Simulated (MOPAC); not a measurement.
A run for MOPAC: AM1 on BeSi-, 2S+1 = 4, a spin state set in the input, which need not be the lowest, a point of a bond scan (R = 2.290 Å). Charge -1.

```
AM1 1SCF PRECISE CHARGE=-1 UHF MS=1.5 THREADS=1
BeSi

Be     0.00000000 1     0.00000000 1     0.00000000 1
Si     0.00000000 1     0.00000000 1     2.28975800 1
```

Program output:

```
*******************************************************************************
 **                                                                           **
 **                              MOPAC v23.2.5                                **
 **                                                                           **
 *******************************************************************************
 ** MOPAC's Digital Object Identifier: https://doi.org/10.5281/zenodo.6511958 **
 **                                                                           **
 ** Please cite the open-source release paper for use of this MOPAC version:  **
 ** J. E. Moussa and J. J. P. Stewart (2026)                                  **
 ** MOPAC: An open-source semiempirical molecular orbital program             **
 ** J. Open Source Softw., 11(119), 8025, https://doi.org/10.21105/joss.08025 **
 *******************************************************************************

                              AM1 CALCULATION RESULTS

 *******************************************************************************
 *  AM1        - The AM1 Hamiltonian to be used
 *  UHF        - UNRESTRICTED HARTREE-FOCK CALCULATION
 *
 *
 *
 *                 CHARGE ON SYSTEM = -1
 *
 *
 *
 *  MS=        - IN MECI, MAGNETIC COMPONENT OF SPIN =  1.5
 *  PRECISE    - TIGHTER CRITERIA TO BE USED
 *  1SCF       - DO 1 SCF AND THEN STOP
 *  THREADS=1  - MULTI-THREADING NOT USED
 *  T=         - A TIME OF 172800.0 SECONDS REQUESTED
 *  DUMP=N     - RESTART FILE WRITTEN EVERY 7200.0 SECONDS REQUESTED
 *******************************************************************************
AM1 1SCF PRECISE CHARGE=-1 UHF MS=1.5 THREADS=1
 BeSi

   ATOM   CHEMICAL          X               Y               Z
  NUMBER   SYMBOL      (ANGSTROMS)     (ANGSTROMS)     (ANGSTROMS)

     1      Be          0.00000000  *   0.00000000  *   0.00000000  *
     2      Si          0.00000000  *   0.00000000  *   2.28975800  *



          CARTESIAN COORDINATES

    NO.       ATOM           X           Y           Z

     1        Be          0.0000      0.0000      0.0000
     2        Si          0.0000      0.0000      2.2898

 Be: (AM1): J. J. P. STEWART, J. MOL. MOD., 10, 155-164 (2004)
 Si: (AM1): M.J.S.DEWAR, C. JIE, ORGANOMETALLICS, 6, 1486-1490 (1987).

           Empirical Formula: Be Si  =     2 atoms



      MOLECULAR POINT GROUP   :   C*v


          UHF CALCULATION, NO. OF ALPHA ELECTRONS =    5
                           NO. OF BETA  ELECTRONS =    2

 -------------------------------------------------------------------------------
 AM1 1SCF PRECISE CHARGE=-1 UHF MS=1.5 THREADS=1
 BeSi



     1SCF WAS SPECIFIED, SO BFGS WAS NOT USED
     SCF FIELD WAS ACHIEVED


                              AM1 CALCULATION
                                                       MOPAC v23.2.5 Linux




          FINAL HEAT OF FORMATION =        350.50482 KCAL/MOL =    1466.51216 KJ/MOL


          COSMO AREA              =        101.29 SQUARE ANGSTROMS
          COSMO VOLUME            =         90.17 CUBIC ANGSTROMS

          IONIZATION POTENTIAL    =          1.005165 EV
          ALPHA SOMO LUMO (EV)    =         -2.750  5.708
          BETA  SOMO LUMO (EV)    =         -1.005  2.968
          NO. OF ALPHA ELECTRONS  =          5
          NO. OF BETA  ELECTRONS  =          2
          MOLECULAR WEIGHT        =         37.0977         POINT GROUP:  C*v

          MOLECULAR DIMENSIONS (Angstroms)

            Atom       Atom       Distance
           Si     2   Be     1     2.28976
           Si     2   Be     1     0.00000
           Be     1   Si     2     0.00000


          SCF CALCULATIONS        =          1





   ATOM   CHEMICAL          X               Y               Z
  NUMBER   SYMBOL      (ANGSTROMS)     (ANGSTROMS)     (ANGSTROMS)

     1      Be          0.00000000  *   0.00000000  *   0.00000000  *
     2      Si          0.00000000  *   0.00000000  *   2.28975800  *

                             CARTESIAN COORDINATES

   1   Be        0.000000000     0.000000000     0.000000000
   2   Si        0.000000000     0.000000000     2.289758000


           Empirical Formula: Be Si  =     2 atoms



      MOLECULAR POINT GROUP   :   C*v


          ALPHA EIGENVALUES
  -8.89163  -4.88197  -4.10178  -3.51307  -2.75047   5.70815  13.23045  13.23976


           BETA EIGENVALUES
  -8.24798  -1.00517   2.96809   5.12904   5.87417   7.81018  13.31787  13.34602


              NET ATOMIC CHARGES AND DIPOLE CONTRIBUTIONS

  ATOM NO.   TYPE          CHARGE      No. of ELECS.   s-Pop       p-Pop
    1         Be          -0.333580        2.3336     0.42877     1.90481
    2         Si          -0.666420        4.6664     0.86886     3.79756
 DIPOLE           X         Y         Z       TOTAL
 POINT-CHG.     0.000     0.000     0.997     0.997
 HYBRID        -0.000    -0.000    -0.234     0.234
 SUM           -0.000    -0.000     0.763     0.763


          ATOMIC ORBITAL ELECTRON POPULATIONS

     Atom    s        px        py        pz
    1 Be   0.42877   0.01171   0.00489   1.88820
    2 Si   0.86886   1.98829   0.99511   0.81417


                    (SZ)    =    1.500000
                    (S**2)  =    3.773441


          ATOMIC ORBITAL SPIN POPULATIONS

    Atom   Total    s     px     py     pz
         Atomic
    1 Be  0.4268  0.410 -0.001  0.005  0.013
    2 Si  2.5732  0.801  0.001  0.995  0.776

 **********************
 *                    *
 * JOB ENDED NORMALLY *
 *                    *
 **********************




 == MOPAC DONE ==
```

The run finished.

Cost: around 0.020 core-seconds (rough).
